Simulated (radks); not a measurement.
Numerical settings for neutral magnesium, [Ne] 3s2. All-electron calculation, scalar-relativistic Kohn-Sham, PBEsol, spin-polarised, spherical densities, finite nucleus; Fermi nuclear charge, rms radius 3.057 fm. Program: a radial shooting solver on a logarithmic mesh with Libxc functionals. The defaults (mesh step 0.008 in ln r, mesh end at 40 bohr or more with all orbitals vanishing there, Anderson mixing 0.5 over 9 steps, residual threshold near 1e-9 with the energy settled to 1e-9 hartree or 1e-11 of itself, here a cap of 71 iterations) give E = -199.8403 hartree and 3s at -4.679 eV in 14 iterations. Run on one thread of a shared host, so times are rough (Arm Neoverse V1): 0.11 s of CPU time, 0.11 s wall, 14 iterations on 2309 mesh points. Changes against that run (0 stands for a change within the tolerance of the run):

setting,iterations,converged,E (mhartree),e(3s) (meV),CPU (s)
mesh step in ln r 0.12,71,no,-8.07e+05,-1.59e+06,0.19
mesh step in ln r 0.2,71,no,-1.24e+06,-,0.16
mesh step in ln r 0.02,14,yes,0,0,0.05
mesh end (bohr) 400,14,yes,0,0,0.11
mesh end (bohr) 8,14,yes,+4.51,+229,0.09
residual threshold 0.001,9,yes,0,+0.132,0.08
residual threshold 1e-16,71,no,0,0,0.31
mixing 1.5,15,yes,0,0,0.11
"linear mixing, mixing 1",71,no,+1.99e+05,+3.54e+04,0.75
"linear mixing, mixing 0.8",71,no,+1.99e+05,+2.17e+04,0.54
mixing history 3,17,yes,0,0,0.11
iteration cap 3,3,no,+1.44,-107,0.03

Settings that end as converged yet miss the energy by more than 1 mhartree: mesh end (bohr) 8 (+0.00451 hartree). A mesh that ends early acts as a hard wall.
